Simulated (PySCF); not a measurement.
C2H7NSi. Atoms are numbered in the order given.

```xyz
11

C     -0.4438     0.1252    -1.1607
N     -1.2480    -0.2691     0.0000
C     -0.4438     0.1252     1.1607
Si     1.0537    -0.0399     0.0000
H     -0.5517    -0.5423    -2.0309
H     -0.5924     1.1719    -1.5025
H     -2.2168     0.0442     0.0000
H     -0.5924     1.1719     1.5025
H     -0.5517    -0.5423     2.0309
H      2.1097     1.0190     0.0000
H      1.7051    -1.3828     0.0000
```
Charge 0, spin multiplicity 1.

Coordinates come from a PBE0-D3(BJ)/def2-SVP optimisation.

Method: PBE0/pcSseg-1 run with PySCF.

GIAO shieldings, no solvent; atoms listed in one row are averaged. δ = σ(ref) − σ: ¹³C against TMS (σ = 186.3 ppm); ¹⁵N against NH3 (σ = 267.4 ppm); ²⁹Si against TMS (σ = 352.7 ppm); ¹H against TMS (σ = 31.56 ppm), references at their B3LYP-D3(BJ)/def2-TZVP geometries, non-relativistic.

| nucleus | atoms | count | δ (ppm) |
|---|---|---|---|
| ¹³C | C1, C3 | 2 | 41.9 |
| ¹⁵N | N2 | 1 | 37.7 |
| ²⁹Si | Si4 | 1 | -22.9 |
| ¹H | H10, H11 | 2 | 5.13 |
| ¹H | H6, H8 | 2 | 3.47 |
| ¹H | H5, H9 | 2 | 3.20 |
| ¹H | H7 | 1 | 0.60 |
